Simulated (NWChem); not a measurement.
Correlation energy of HSb

SMILES: [SbH]
```xyz
2

Sb     0.0000     0.0000     0.0332
H      0.0000     0.0000    -1.6917
```
Charge 0, spin multiplicity 3.

Everything below was run with NWChem. Structure: optimised with UPBE0/def2-SVP with def2 effective core potentials on Sb, a minimum by its harmonic frequencies.

Basis set: def2-TZVP. Each correlation energy counts from its own Hartree-Fock reference.

```json
[
 {"method": "UMP2", "correlation energy (mHa)": "-305.0"},
 {"method": "SCS-UMP2", "correlation energy (mHa)": "-273.9"},
 {"method": "CCSD on UHF", "correlation energy (mHa)": "-307.6"},
 {"method": "CCSD[T] on UHF", "correlation energy (mHa)": "-315.2"},
 {"method": "CCSD(T) on UHF", "correlation energy (mHa)": "-314.7"},
 {"method": "CCSD on ROHF", "correlation energy (mHa)": "-313.1"},
 {"method": "CCSD[T] on ROHF", "correlation energy (mHa)": "-321.0"},
 {"method": "CCSD(T) on ROHF", "correlation energy (mHa)": "-320.6"}
]
```

The values span 47.1 mHa, from CCSD[T] on ROHF (lowest) to SCS-UMP2 (highest). 

Effective core potentials replace the inner electrons of Sb; spin-orbit coupling is left out. The correlated methods keep 4 core orbitals frozen. This spin state was chosen for the runs; another may lie lower. The structure started from a generated list of species. The unpaired electrons of the parent sit in orbitals of symmetry b1 and b2 (C2v labels of the run); other states weren't searched. The stability of the SCF solutions was not checked. Open-shell Hartree-Fock references start from PBE0 orbitals. Coupled-cluster values serve here as a point of comparison, not as the truth.
